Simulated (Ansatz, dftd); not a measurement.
System: CH₅OSi, charge 0, doublet. CH5OSi (SMILES CO[SiH2], doublet).
B3LYP-D3(BJ)/def2-TZVP minimum from Ansatz (a program for electronic structure):
```xyz
8

Si     1.0241    -0.4397    -0.0542
O     -0.2363     0.6239    -0.0976
C     -1.6044     0.2678     0.0247
H      2.2442     0.3875     0.1323
H      0.8432    -1.3890     1.0880
H     -2.1710     1.1760     0.2283
H     -1.9747    -0.1783    -0.9023
H     -1.7620    -0.4388     0.8456
```
Charge 0, spin multiplicity 2.

Wanted: atomisation energy (electronic, to ground-state atoms), in kcal/mol. UHF or UKS for unpaired electrons; spin-orbit terms are left out. Cores are frozen in correlated methods. Rows without X2C or -DK are non-relativistic. CBS(X,Y): correlation extrapolated as X^-3, Hartree-Fock from the larger set. A bracket is a step between two methods taken in the basis named. Functionals run without relativity, which enters their misses. Double hybrids freeze cores in their MP2 part. '+ core + X2C': CCSD(T) terms for core correlation (cc-pwCVTZ, 1s frozen past Ne) and scalar relativity (cc-pVTZ-DK). Where a partner has so few electrons that a lower coupled-cluster level is exact, that level stands in.

```csv
level,program,atomisation energy (kcal/mol),difference against the last row
PBE0/def2-TZVPD,Ansatz,640.8,-6.8
B2GP-PLYP-D4/def2-TZVPD,Ansatz + dftd4,637.5,-10.1
CCSD/cc-pV(D+d)Z,Ansatz,585.8,-61.8
CCSD(T)/cc-pV(Q+d)Z,Ansatz,640.4,-7.2
CCSDT(Q)/cc-pV(D+d)Z,Ansatz,591.7,-55.9
"CCSD(T)/CBS(cc-pV(T+d)Z,cc-pV(Q+d)Z) + [CCSDT(Q) - CCSD(T)]/cc-pV(D+d)Z + core + X2C",Ansatz,647.6,0.0
```
